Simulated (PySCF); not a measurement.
C6H13NO.
Structure used (PBE0-D3(BJ)/def2-SVP), in Å, numbered top down from 1:
```xyz
21
C6H13NO angstrom
C     -3.5094    0.0349   -0.1583
C     -2.1183   -0.1217    0.4332
C     -1.0805    0.7374   -0.2786
N      0.2421    0.6237    0.2821
C      1.2581   -0.0232   -0.3545
O      1.1465   -0.4836   -1.4743
C      2.5400   -0.1452    0.4539
C      3.7507   -0.4100   -0.4194
H     -3.8582    1.0784   -0.0944
H     -3.5241   -0.2524   -1.2216
H     -4.2445   -0.5931    0.3663
H     -1.7965   -1.1752    0.3795
H     -2.1360    0.1401    1.5065
H     -0.9905    0.4301   -1.3312
H     -1.3993    1.7953   -0.2730
H      0.3975    0.9495    1.2269
H      2.3909   -0.9765    1.1664
H      2.6778    0.7598    1.0694
H      3.5692   -1.2822   -1.0622
H      3.9556    0.4438   -1.0821
H      4.6469   -0.5960    0.1898
```

Theory: PBE0-D3(BJ)/def2-SVP geometry optimisation, gas phase in PySCF.

Take the most abundant isotopes and a rigid rotor. The values belong to one conformer with, in the numbering `[CH3:1][CH2:2][CH2:3][NH:4][C:5](=[O:6])[CH2:7][CH3:8]`, C1–C2–C3–N4 179°, C2–C3–N4–C5 108°, C3–N4–C5–O6 4°, N4–C5–C7–C8 -160°.

Give the principal moments of inertia and the rotational constants in cm⁻¹.

Ia = 77.13, Ib = 641.48, Ic = 674.69 u·Å²; 505379 MHz·u·Å²/I gives 6552, 787.8 and 749.1 MHz, that is A = 0.21856, B = 0.02628, C = 0.02499 cm⁻¹.

What kind of rotor is it?

A near-prolate asymmetric top; Ray's κ = -0.987.

What does the inertial defect say?

Not planar: Δ = Ic − Ia − Ib = -43.92 u·Å². For a rigid frame Δ = −2 Σ m c², so Σ m c² = 21.96 u·Å² lies off the ab plane: 10.67 from hydrogen and 11.29 from heavier atoms. The atom farthest from that plane is 1.60 Å away.

Give the other two planar moments, Paa and Pbb, and the rms extents of the mass along the axes.

Paa = Σ m a² = (Ib + Ic − Ia)/2 = 619.52 and Pbb = Σ m b² = (Ia + Ic − Ib)/2 = 55.17 u·Å². With the mass M = 115.10 u, the rms extents √(P/M) along a, b and c are 2.32, 0.69, 0.44 Å.

Which types of transition are allowed, and where do some lines up to J = 4 fall?

The dipole components are |μa| = 0.98 D, |μb| = 3.34 D, |μc| = 0.12 D. The squared components, which scale the intensities, stand as 0.09 : 1.00 : 0.00 (a : b : c). Some lines, for components of 0.1 D or more:

```json
{"type": "a", "branch": "R", "J(Ka,Kc)": "1(0,1) ← 0(0,0)", "MHz": "1537", "lower level (cm⁻¹)": "0.000"}
{"type": "a", "branch": "R", "J(Ka,Kc)": "2(1,1) ← 1(1,0)", "MHz": "3113", "lower level (cm⁻¹)": "0.245"}
{"type": "a", "branch": "R", "J(Ka,Kc)": "3(2,2) ← 2(2,1)", "MHz": "4611", "lower level (cm⁻¹)": "0.926"}
{"type": "a", "branch": "R", "J(Ka,Kc)": "3(2,1) ← 2(2,0)", "MHz": "4611", "lower level (cm⁻¹)": "0.926"}
{"type": "a", "branch": "R", "J(Ka,Kc)": "3(1,2) ← 2(1,1)", "MHz": "4669", "lower level (cm⁻¹)": "0.349"}
{"type": "b", "branch": "Q", "J(Ka,Kc)": "3(1,2) ← 3(0,3)", "MHz": "5901", "lower level (cm⁻¹)": "0.308"}
{"type": "a", "branch": "R", "J(Ka,Kc)": "4(1,4) ← 3(1,3)", "MHz": "6070", "lower level (cm⁻¹)": "0.497"}
{"type": "a", "branch": "R", "J(Ka,Kc)": "4(3,2) ← 3(3,1)", "MHz": "6148", "lower level (cm⁻¹)": "2.044"}
{"type": "a", "branch": "R", "J(Ka,Kc)": "4(1,3) ← 3(1,2)", "MHz": "6225", "lower level (cm⁻¹)": "0.504"}
{"type": "c", "branch": "R", "J(Ka,Kc)": "2(1,1) ← 1(0,1)", "MHz": "8916", "lower level (cm⁻¹)": "0.051"}
{"type": "b", "branch": "R", "J(Ka,Kc)": "3(1,3) ← 2(0,2)", "MHz": "10278", "lower level (cm⁻¹)": "0.154"}
{"type": "b", "branch": "Q", "J(Ka,Kc)": "4(2,3) ← 4(1,4)", "MHz": "17546", "lower level (cm⁻¹)": "0.699"}
{"type": "c", "branch": "R", "J(Ka,Kc)": "2(2,0) ← 1(1,0)", "MHz": "20406", "lower level (cm⁻¹)": "0.245"}
{"type": "b", "branch": "R", "J(Ka,Kc)": "2(2,0) ← 1(1,1)", "MHz": "20445", "lower level (cm⁻¹)": "0.244"}
{"type": "b", "branch": "R", "J(Ka,Kc)": "3(2,2) ← 2(1,1)", "MHz": "21904", "lower level (cm⁻¹)": "0.349"}
{"type": "c", "branch": "R", "J(Ka,Kc)": "3(2,2) ← 2(1,2)", "MHz": "22021", "lower level (cm⁻¹)": "0.345"}
{"type": "c", "branch": "R", "J(Ka,Kc)": "4(2,2) ← 3(1,2)", "MHz": "23386", "lower level (cm⁻¹)": "0.504"}
{"type": "b", "branch": "Q", "J(Ka,Kc)": "3(3,0) ← 3(2,1)", "MHz": "28919", "lower level (cm⁻¹)": "1.079"}
{"type": "b", "branch": "R", "J(Ka,Kc)": "3(3,0) ← 2(2,1)", "MHz": "33531", "lower level (cm⁻¹)": "0.926"}
{"type": "c", "branch": "R", "J(Ka,Kc)": "4(3,1) ← 3(2,1)", "MHz": "35067", "lower level (cm⁻¹)": "1.079"}
{"type": "b", "branch": "R", "J(Ka,Kc)": "4(3,1) ← 3(2,2)", "MHz": "35068", "lower level (cm⁻¹)": "1.079"}
{"type": "b", "branch": "Q", "J(Ka,Kc)": "4(4,0) ← 4(3,1)", "MHz": "40487", "lower level (cm⁻¹)": "2.249"}
{"type": "c", "branch": "R", "J(Ka,Kc)": "4(4,1) ← 3(3,1)", "MHz": "46635", "lower level (cm⁻¹)": "2.044"}
```

Estimate the classical rotational partition function at 10 K, 100 K and 500 K.

Point group C1, symmetry number σ = 1; q = (√π/σ)·√((kT/h)³/(ABC)), k/h = 20836.6 MHz/K: 2710 at 10 K, 85700 at 100 K, 959000 at 500 K.

PBE0-D3(BJ)/def2-SVP frequencies: not computed here. Constants of a rigid frame at the computed geometry: no zero-point averaging, no centrifugal distortion. A rigid rotor knows nothing of internal rotation, which can split or shift real lines. Quadrupole hyperfine structure (14N) is left out.
